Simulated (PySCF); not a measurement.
## Radial density of As⁺ (arsenic, charge +1)

MN15, [Ar] 3d10 4s2 4p2, high-spin 3P determinant. Calculation: PySCF 2.14, in aug-cc-pVDZ-DK (6s5p3d, 36 functions); scalar relativity by spin-free X2C-1e.

| r (bohr) | 4πr²ρ (e/bohr) | 4πr²(ρα − ρβ) |
| --- | --- | --- |
| 0.00102 | 0.5221 | 0.0000 |
| 0.00171 | 1.255 | 0.0000 |
| 0.00288 | 2.969 | 0.0000 |
| 0.00485 | 6.752 | 0.0000 |
| 0.00815 | 14.20 | 0.0001 |
| 0.0137 | 26.07 | 0.0007 |
| 0.0231 | 38.11 | 0.0032 |
| 0.0388 | 39.45 | 0.0142 |
| 0.0653 | 32.79 | 0.0444 |
| 0.110 | 42.93 | 0.0682 |
| 0.185 | 42.24 | 0.0054 |
| 0.311 | 24.26 | 0.0603 |
| 0.522 | 30.79 | 0.1431 |
| 0.879 | 12.81 | 0.0303 |
| 1.48 | 3.376 | 0.8421 |
| 2.49 | 1.462 | 0.8106 |
| 4.18 | 0.1405 | 0.1112 |
| 7.03 | 0.0005781 | 0.0006 |

Densities and radii are taken from the X2C orbitals without a picture-change correction, which distorts them close to the nucleus.
